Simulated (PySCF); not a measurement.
Geometry:
| atom | x (Å) | y (Å) | z (Å) |
| --- | --- | --- | --- |
| C1 | -2.882 | -0.142 | 0.341 |
| O2 | -1.478 | -0.109 | 0.564 |
| C3 | -0.726 | 0.021 | -0.526 |
| O4 | -1.154 | 0.110 | -1.649 |
| C5 | 0.711 | 0.044 | -0.185 |
| N6 | 1.245 | -0.043 | 1.000 |
| C7 | 2.581 | 0.026 | 0.796 |
| C8 | 2.807 | 0.156 | -0.545 |
| O9 | 1.622 | 0.167 | -1.166 |
| H10 | -3.339 | -0.248 | 1.321 |
| H11 | -3.212 | 0.780 | -0.142 |
| H12 | -3.145 | -0.986 | -0.300 |
| H13 | 3.276 | -0.020 | 1.608 |
| H14 | 3.694 | 0.244 | -1.139 |

Geometry: GFN2-xTB; GIAO absolute shieldings from PySCF 2.14.0 with density-fitted response routines, gas phase, non-relativistic, averaged over equivalent atoms.

At LDA/pcSseg-1 (178 basis functions, 23 s wall time on 1 thread of an Intel Xeon Platinum 8488C, shared host):
```json
{"atoms": "C3", "σ (ppm)": "18.3"}
{"atoms": "C5", "σ (ppm)": "22.5"}
{"atoms": "C8", "σ (ppm)": "33.1"}
{"atoms": "C7", "σ (ppm)": "42.6"}
{"atoms": "C1", "σ (ppm)": "127.7"}
{"atoms": "O4", "σ (ppm)": "-93.4"}
{"atoms": "O9", "σ (ppm)": "-9.3"}
{"atoms": "O2", "σ (ppm)": "131.2"}
{"atoms": "N6", "σ (ppm)": "-55.7"}
{"atoms": "H14", "σ (ppm)": "23.50"}
{"atoms": "H13", "σ (ppm)": "23.75"}
{"atoms": "H10/H11/H12", "σ (ppm)": "27.04"}
```

Question: Estimate the result of repeating the calculation with mPW1PW91/pcSseg-1.

Answer: 
| atoms | σ at mPW1PW91/pcSseg-1 | change |
| --- | --- | --- |
| C3 | 22.4 | +4.1 |
| C5 | 27.4 | +4.9 |
| C8 | 38.5 | +5.4 |
| C7 | 49.2 | +6.6 |
| C1 | 131.3 | +3.6 |
| O4 | -90.6 | +2.8 |
| O9 | 0.1 | +9.4 |
| O2 | 147.8 | +16.6 |
| N6 | -56.1 | -0.4 |
| H14 | 23.89 | +0.39 |
| H13 | 24.17 | +0.42 |
| H10/H11/H12 | 27.62 | +0.58 |

The largest change is at O2 (ester alkoxy oxygen). Cost: 178 basis functions, 25 s wall time on 1 thread of an Intel Xeon Platinum 8488C, shared host. The order of the carbon signals is the same at both levels.
